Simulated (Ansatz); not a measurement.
Dissociation curve of Bi(Me)3, SMILES [CH3][Bi]([CH3])[CH3], singlet. The Bi1–C10 bond (Bi1 also carries C, C; C10 carries H, H, H) is pulled apart rigidly from the PBE0/def2-SVP, def2 effective core potentials past Kr optimised geometry.

UKS-PBE0 = unrestricted PBE0/def2-SVP, def2 effective core potentials past Kr (Ansatz, an electronic-structure program); RKS-PBE0 = restricted PBE0/def2-SVP, def2 effective core potentials past Kr (Ansatz); UKS-PBE = unrestricted PBE/def2-SVP, def2 effective core potentials past Kr (Ansatz); RKS-PBE = restricted PBE/def2-SVP, def2 effective core potentials past Kr (Ansatz).

Scanned distances (Å): 1.86, 2.02, 2.13, 2.19, 2.28, 2.37, 2.44, 2.57, 2.77, 3.01, 3.32, 3.77, 4.24, 4.80, 5.59, 6.61.

Task: Where does the unrestricted solution first break spin symmetry (<S²> of 0.01 or more)?

Result: UKS-PBE0: between 3.01 and 3.32 Å; UKS-PBE: between 3.32 and 3.77 Å.

```
R / Å  <S²> UKS-PBE0  E(RKS-PBE0) − E(UKS-PBE0) / mEh  <S²> UKS-PBE  E(RKS-PBE) − E(UKS-PBE) / mEh
-----  -------------  -------------------------------  ------------  -----------------------------
1.86            0.00                              0.0          0.00                            0.0
2.02            0.00                              0.0          0.00                            0.0
2.13            0.00                              0.0          0.00                            0.0
2.19            0.00                              0.0          0.00                            0.0
2.28            0.00                              0.0          0.00                            0.0
2.37            0.00                              0.0          0.00                            0.0
2.44            0.00                              0.0          0.00                            0.0
2.57            0.00                              0.0          0.00                            0.0
2.77            0.00                              0.0          0.00                            0.0
3.01            0.00                              0.0          0.00                            0.0
3.32            0.39                              2.6          0.00                            0.0
3.77            0.79                             16.8          0.50                            2.9
4.24            0.94                             32.7          0.82                           11.6
4.80            0.99                             47.4          0.95                           20.8
5.59            1.00                             59.9          1.00                           28.9
6.61            1.01                             67.2          1.00                           33.4
```
